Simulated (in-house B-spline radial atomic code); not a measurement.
A run on the nitrogen ion N³⁺ (an excited or competing configuration) that did not converge. Method: non-relativistic TPSSh, spin-polarised, spherical fractional occupations, exact exchange averaged over the configuration, point nucleus; computed with an all-electron radial atomic-structure program (B-spline basis).

Command:
```bash
python run_scf.py task.json out
```
Settings:
```
Z                7
configuration    [He] 2s1 3p1
hamiltonian      nr
method           tpssh
spin_polarised   True
exact_exchange   averaged over the configuration
```

First and last ten iterations of the last attempt (damped for 15 steps, keeping 80 % of the old Fock matrix, then DIIS):
```
 iter        energy (Eh)    residual
    1         -49.413742    1.60e-02
    2         -49.414892    1.30e-03
    3         -49.414895    1.07e-03
    4         -49.414897    8.85e-04
    5         -49.414898    7.29e-04
    6         -49.414899    6.00e-04
    7         -49.414900    4.95e-04
    8         -49.414900    4.08e-04
    9         -49.414900    3.36e-04
   10         -49.414900    2.77e-04
  111         -49.414901    1.87e-07
  112         -49.414901    1.94e-07
  113         -49.414901    1.98e-07
  114         -49.414901    1.95e-07
  115         -49.414901    1.87e-07
  116         -49.414901    1.85e-07
  117         -49.414901    6.98e-07
  118         -49.414901    1.85e-07
  119         -49.414901    6.97e-07
  120         -49.414901    7.00e-07
 not converged after 120 iterations
```

The smallest residual met was 1.9e-07; the threshold is about 1e-07. Over the last five steps the energy moves by less than 1e-08 hartree, but the orbitals didn't meet the threshold. Run time, properties included: 2.4 s on 1 thread of Arm Neoverse N1 (shared host).
